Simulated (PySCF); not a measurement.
An unknown is described by computed data only.

Formula: C4H4FNO.

| Quantity | Value |
| --- | --- |
| Valence photoelectron | vertical ionisation energy: 11.68 eV [ΔSCF wB97X-D/def2-SVPD] |
| Dipole | 4.98 D [wB97X-D/def2-SVPD] |
| Triplet | lowest triplet excitation (Tamm–Dancoff): 6.15 eV [TDA wB97X-D/def2-SVPD] |
| 13C NMR | chemical shifts (computed TMS as zero) by class: 122.3 (1 C), 111.9 (1 C), 61.4 (1 C), 37.3 (1 C) ppm [GIAO PBE0/pcSseg-1] |
| 1H NMR | chemical shifts (computed TMS as zero) by class: 5.78 (1 H), 4.71 (1 H), 3.06 (1 H), 2.71 (1 H) ppm [GIAO PBE0/pcSseg-1] |
| Couplings | largest of the computed one-bond spin–spin couplings (means over like bonds): 19F–13C -318.3, 13C–1H +191.0, 13C–1H +168.6, 13C–1H +151.6, 13C–1H +148.0, 13C–13C +74.9, 13C–13C +35.9, 13C–13C +29.7 Hz [B3LYP/pcJ-1, spin–dipole term left out for some pairs] |
| Polarisability | 52.9 au [wB97X-D/def2-SVPD] |
| NMR, other nuclei | isotropic shieldings of nuclei other than C and H, by class: -54 (1 N), 219 (1 O), 287 (1 F) ppm [GIAO PBE0/pcSseg-1] |
| Rotational structure | rotational constants A, B, C: 5.547, 1.888, 1.770 GHz [PBE0-D3(BJ)/def2-SVP] |
| XPS | C1s 292.1, C1s 292.7, C1s 294.2, C1s 295.3, N1s 405.6, O1s 539.5, F1s 693.2 eV [ΔSCF SCAN, pcX-2 on the ionised atom, pcseg-1 elsewhere, spin-free X2C] |

The electronic properties come from PySCF, for the isolated species, density fitting. Levels stand in brackets. Geometry: PBE0-D3(BJ)/def2-SVP; no solvent, vibrations or thermal averaging. NMR classes are plain means over equivalent atoms (diastereotopic ones count apart unless rotation or inversion swaps them), as if these changed places fast.

Question: Propose a structure and show how it fits.

Answer: Numbering: `[N:1]#[C:2][C@@H:3]1[CH2:4][C@H:5]([F:6])[O:7]1`. Its formula, C4H4FNO, gives 3 degrees of unsaturation: 1 ring and 2 π bonds in the structure found. 4 carbons fall into 4 classes; from least to most shielded: nitrile carbon [C2] (122.3 ppm), sp3 C–F carbon [C5] (111.9 ppm), ring sp3 carbon bound to oxygen [C3] (61.4 ppm), four-membered-ring carbon [C4] (37.3 ppm). Hydrogen classes from least to most shielded: 1 H on an sp3 C–F carbon, C5 (5.78 ppm), 1 H on an sp3 carbon bound to oxygen, C3 (4.71 ppm), 1 H on a four-membered-ring carbon, C4 (3.06 ppm), 1 H on a four-membered-ring carbon, C4 (2.71 ppm). The other shieldings belong to: -54 ppm, nitrile nitrogen [N1]; 219 ppm, cyclic ether oxygen [O7]; 287 ppm, alkyl fluorine [F6]. The couplings run between: -318.3 Hz, alkyl fluorine [F6] and sp3 C–F carbon [C5]; +191.0 Hz, sp3 C–F carbon [C5] and its hydrogen; +168.6 Hz, sp3 carbon bound to oxygen [C3] and its hydrogen; +151.6 Hz, four-membered-ring carbon [C4] and its hydrogen; +148.0 Hz, four-membered-ring carbon [C4] and its hydrogen; +74.9 Hz, nitrile carbon [C2] and sp3 carbon bound to oxygen [C3]; +35.9 Hz, four-membered-ring carbon [C4] and sp3 C–F carbon [C5]; +29.7 Hz, sp3 carbon bound to oxygen [C3] and four-membered-ring carbon [C4]. The core levels belong to: C1s 292.1 eV, four-membered-ring carbon [C4]; C1s 292.7 eV, nitrile carbon [C2]; C1s 294.2 eV, sp3 carbon bound to oxygen [C3]; C1s 295.3 eV, sp3 C–F carbon [C5]; N1s 405.6 eV, nitrile nitrogen [N1]; O1s 539.5 eV, cyclic ether oxygen [O7]; F1s 693.2 eV, alkyl fluorine [F6]. The hole state at 292.7 eV has ⟨S²⟩ = 0.82 against 0.75, so that value is less sure. The first electron is taken from the HOMO, whose largest Löwdin shares are 0.56 on the cyclic ether oxygen, 0.07 on the sp3 C–F carbon, 0.07 on the sp3 carbon bound to oxygen and 0.06 on the alkyl fluorine. The optimised geometry has point group C1 and is an asymmetric top. Structure: `C(#N)[C@@H]1C[C@H](F)O1`. The assignments are read from this structure; whether some other isomer fits the data as well wasn't checked. The mirror image fits equally.
